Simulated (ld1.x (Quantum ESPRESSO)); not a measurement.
**Reading a pseudo-wave (Si)**

Columns: radius, all-electron u(r) and pseudo u(r) of the 2p shell (level -116.93 eV) of silicon in the configuration [He] 2s2 2p6 3s2 3p0; BLYP, scalar-relativistic, TM scheme, ld1.x (Quantum ESPRESSO) 7.5.

| r (bohr) | all-electron | pseudo |
| --- | --- | --- |
| 0.042 | 0.1159 | 0.0549 |
| 0.085 | 0.3565 | 0.2144 |
| 0.128 | 0.6157 | 0.4489 |
| 0.170 | 0.8410 | 0.7089 |
| 0.212 | 1.0219 | 0.9563 |
| 0.255 | 1.1578 | 1.1601 |
| 0.298 | 1.2470 | 1.2941 |
| 0.340 | 1.2952 | 1.3574 |
| 0.382 | 1.3115 | 1.3666 |
| 0.425 | 1.3022 | 1.3391 |
| 0.467 | 1.2737 | 1.2927 |
| 0.510 | 1.2300 | 1.2368 |
| 0.552 | 1.1773 | 1.1787 |
| 0.595 | 1.1166 | 1.1166 |
| 0.638 | 1.0518 | 1.0518 |
| 0.680 | 0.9866 | 0.9866 |
| 0.722 | 0.9212 | 0.9212 |
| 0.765 | 0.8552 | 0.8552 |
| 0.807 | 0.7924 | 0.7924 |
| 0.850 | 0.7307 | 0.7307 |
| 0.892 | 0.6732 | 0.6732 |
| 0.935 | 0.6176 | 0.6176 |
| 0.977 | 0.5665 | 0.5665 |
| 1.020 | 0.5175 | 0.5175 |
| 1.062 | 0.4730 | 0.4730 |
| 1.105 | 0.4307 | 0.4307 |

Question: How many radial nodes do the two functions have?

Answer: The all-electron 2p function has n − l − 1 = 0; the pseudo-wave has 0.

Question: At about which radius was the pseudo-wave matched?

Answer: 0.65 bohr. The columns agree to 0.0005 from 0.59 bohr on; several derivatives are matched, so the curves merge somewhat inside the radius.

Question: Is the pseudo-wave norm-conserving?

Answer: Yes: the TM scheme keeps the norm inside the radius equal to the all-electron one, which fixes the energy derivative of the logarithmic derivative at the level.
